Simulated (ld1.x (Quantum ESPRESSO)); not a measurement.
**Ranking RRKJ potentials for boron (B)**

All share these settings but for the change named:

boron, norm-conserving RRKJ (Kleinman–Bylander form), made with ld1.x (Quantum ESPRESSO) 7.5 (PBE, scalar-relativistic). Core [He], reference 2s2 2p0 (charge +1). Waves: 2p (bound, empty): rc 2.40 bohr; 2s (bound): rc 1.35 bohr. Local part: the s channel. Core correction: a·sin(br)/r model core inside 1.10 bohr.

Test errors are all-electron minus pseudo excitation energies from the reference, over 2s2 2p1; 2s1 2p0; 2s2 2p0.5; 2s2 2p1.3; 2s1 2p2; 2s0 2p3; 2s1 2p1. None of these files shows a bound ghost.

The base gives 104.8 meV.

Of 7 variants that were run, those that failed, showed a ghost or another fault, or gave nearly equal values are left out.

A variant can come out equal or close to the base, since the largest error may sit in a test that the change hardly touches while other tests move.

**Question.** Rank these variants by their largest absolute test error, smallest first.
A. wave 2p (bound): rc 2.40 bohr becomes 2p (bound): rc 3.62 bohr
B. functional BP86
C. local potential all-electron potential smoothed inside 1.85 bohr (lloc = -1)
D. wave 2s (bound): rc 1.35 bohr becomes 2s (bound): rc 1.56 bohr

**Answer.** B (71.3 meV), C (86.0 meV), D (114.0 meV), A (612.9 meV).
